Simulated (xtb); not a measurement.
C3H7Si, SMILES C1CC[SiH]1 (connectivity only; charge and spin as stated), charge +1, multiplicity 1. All values are semi-empirical tight-binding results from xtb (GFN2-xTB unless named), good for trends rather than for accurate numbers. The structure is a stationary point at GFN2-xTB. The multiplicity is an assumed one; no other spin state was optimised. The isomer is the one that the SMILES or the coordinates give; other isomers of the formula were not compared.

The point group as xtb finds it is C2v and the orbital gap is 3.13 eV. The zero-point energy comes out as 55.4 kcal/mol. The G − E(el) at 298.15 K (modified RRHO) comes out as 38.4 kcal/mol. The static polarisability (D4 model) is 62.7 bohr³, the solvation energy, GFN2-xTB/ALPB(water) comes out as -50.8 kcal/mol and the solvation energy, GFN2-xTB/ALPB(chcl3) is -47.1 kcal/mol.
